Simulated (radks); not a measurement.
Problem. Neutral boron, 5 electrons, occupied as [He] 2s2 2p1. Calculated with a radial shooting solver on a logarithmic mesh with Libxc functionals: scalar-relativistic Kohn-Sham, exchange-only r2SCAN, spin-polarised, spherical densities, finite nucleus; open shells are filled with parallel spins first; meta-GGA in the generalised Kohn-Sham scheme; Fermi nuclear charge, rms radius 2.406 fm. Some entries of the table are withheld. Estimate them.

orbital,occ.,eigenvalue (eV),<1/r> (bohr^-1),<r> (bohr)
1s up,1,-183.5357,4.664,0.3281
1s down,1,-183.1592,4.672,0.3272
2s up,1,-10.1938,0.7320,1.950
2s down,1,-8.0906,0.7104,2.005
2p up,1,-3.4187,(1),2.287
2p down,0,-1.5877,(2),2.378

Solution. 
(1) 2p up <1/r> (bohr^-1): 0.5935
(2) 2p down <1/r> (bohr^-1): 0.5700
